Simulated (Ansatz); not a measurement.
```yaml
crystal:
  periodic: [false, false, false]
  atoms:
    - {symbol: B, position_ang: [-0.620938, 1.025279, -0.606488]}
    - {symbol: C, position_ang: [0.689239, 0.285742, -0.586547]}
    - {symbol: C, position_ang: [1.224989, -0.798590, -0.045539]}
    - {symbol: C, position_ang: [0.016013, -0.438506, 0.390039]}
    - {symbol: H, position_ang: [-1.284598, 0.559066, -1.593946]}
    - {symbol: H, position_ang: [-0.841138, 1.901225, 0.137234]}
    - {symbol: H, position_ang: [2.003223, -1.313481, 0.114900]}
    - {symbol: H, position_ang: [-0.688505, -1.355457, 0.086801]}
    - {symbol: H, position_ang: [-0.384331, -0.186322, 1.422252]}
basis:
  gaussian: {orbitals: aug-cc-pVDZ, fitting: {mean_field: cc-pVTZ-jkfit}}
hamiltonian: {xc: {name: B97}, pseudopotentials: {relativity: none}}
relax: {f_tol: 0.001, max_steps: 1}
output: {forces: true}
```

```sh
$ ansatz run in.yaml --threads 2 --pin off --events-out ev --progress --plain --max-ram 4352MiB
```

It prints (some lines left out):

```
Functional definition: B97
466 factors; integrals over basis functions are off by at most 2.1e-1 eV
mean field evaluation 1: about -3852.6110 eV, gradient 6.1e1 eV
mean field evaluation 2: about -3841.8724 eV, gradient 8.7e1 eV
mean field evaluation 4: about -3862.2726 eV, gradient 5.1e0 eV
mean field evaluation 8: about -3862.3448 eV, gradient 1.5e-1 eV
mean field -3862.34484901 eV, -141.9385552096 hartree, gradient 3.9e-5 eV, S^2 0.000000; 0 other end points of the search recorded, 0 dependent functions left out
reference -3862.34490843 eV, -141.9385573935 hartree; 14, 14 occupied and 123, 123 virtual orbitals, 466 factors
relax step   1: F+E_penalty+E_count = -3862.34484901 eV  Δ(F+E_penalty+E_count) = +0.000e0 eV  max|allowed force component| = 1.151e1 eV/Å  Δτ_max = 0.0000 Å  (25 SCF iters, accepted)
Error: geometry relaxation did not converge after 1 steps: max|allowed force component| = 1.15e1 eV/Å (threshold 1.0e-3). Raise `relax.max_steps` over both its present limit and 1, loosen `relax.f_tol`, or start from a geometry closer to equilibrium. Where this run's directory can be resumed (`checkpoint.write`), a resume goes on for up to `relax.max_steps` more
```

(1) What is wrong with this run?

Results:

(1) The relaxation is allowed too few steps for its threshold. The calculation stopped without meeting its thresholds.
